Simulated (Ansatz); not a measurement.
Ansatz (a program for electronic structure) input (RI-MP2/cc-pVTZ):
A basis named .json is the Basis Set Exchange file of that set.

Ansatz 0.2 input:
```yaml
crystal:
  periodic: [false, false, false]
  atoms:
    - {symbol: C, position_ang: [-0.37094151, -1.28834631, -0.92018301]}
    - {symbol: C, position_ang: [-0.51914686, -0.17547356, 0.08583648]}
    - {symbol: C, position_ang: [-1.18515388, 1.06845900, -0.44159281]}
    - {symbol: C, position_ang: [-1.03277760, -0.62065050, 1.43344844]}
    - {symbol: O, position_ang: [0.98218667, 0.31718171, 0.46628329]}
    - {symbol: C, position_ang: [1.95211309, 0.71384153, -0.56919916]}
    - {symbol: H, position_ang: [0.22243541, -2.11707280, -0.53214915]}
    - {symbol: H, position_ang: [-1.36835644, -1.67564932, -1.13548800]}
    - {symbol: H, position_ang: [0.04982948, -0.94255448, -1.86305866]}
    - {symbol: H, position_ang: [-0.77017957, 1.39117156, -1.39524358]}
    - {symbol: H, position_ang: [-2.23608303, 0.83096138, -0.61457200]}
    - {symbol: H, position_ang: [-1.13892185, 1.88375014, 0.27855568]}
    - {symbol: H, position_ang: [-2.06582177, -0.94848537, 1.31175241]}
    - {symbol: H, position_ang: [-1.02200504, 0.19364388, 2.15674095]}
    - {symbol: H, position_ang: [-0.47240333, -1.47272714, 1.82470180]}
    - {symbol: H, position_ang: [2.20024402, -0.13966782, -1.19335582]}
    - {symbol: H, position_ang: [1.48313868, 1.50748032, -1.13812391]}
    - {symbol: H, position_ang: [2.82083236, 1.09163723, -0.03803461]}
    - {symbol: H, position_ang: [1.37523806, -0.32692240, 1.07814909]}
basis:
  gaussian:
    orbitals: cc-pVTZ
    fitting: {mean_field: def2-universal-jkfit, correlation: cc-pVTZ-RIFIT.json}
total_charge: 1
magnetization: {spin_polarized: false}
correlation: {method: mp2, electrons: outside_noble_gas}
```

End of the output:

```
integrals: 0.60 GiB planned
686 factors; integrals over basis functions are off by at most 9.3e-1 eV
0.80 GiB of device memory are held for the factors and their scratch space
mean field: 1.41 GiB planned
mean field evaluation 1: about -7384.3932 eV, gradient 5.1e1 eV
mean field evaluation 2: about -7389.9273 eV, gradient 2.3e1 eV
mean field evaluation 4: about -7391.0715 eV, gradient 1.9e0 eV
mean field evaluation 8: about -7391.0808 eV, gradient 9.8e-7 eV
mean field -7391.08078945 eV, -271.6172091579 hartree, gradient 9.8e-7 eV, S^2 0.000000; 0 other end points of the search recorded, 0 dependent functions left out
6 core orbitals not correlated
876 factors; their error is unknown
reference -7391.08078945 eV, -271.6172091579 hartree; 19, 19 occupied and 337, 337 virtual orbitals, 876 factors
second order -30.39629379 eV of doubles, -0.00000000 eV of singles
Total energy: -7421.47708324 eV, -272.7342523513 hartree
```

It need not be the lowest isomer of its formula.
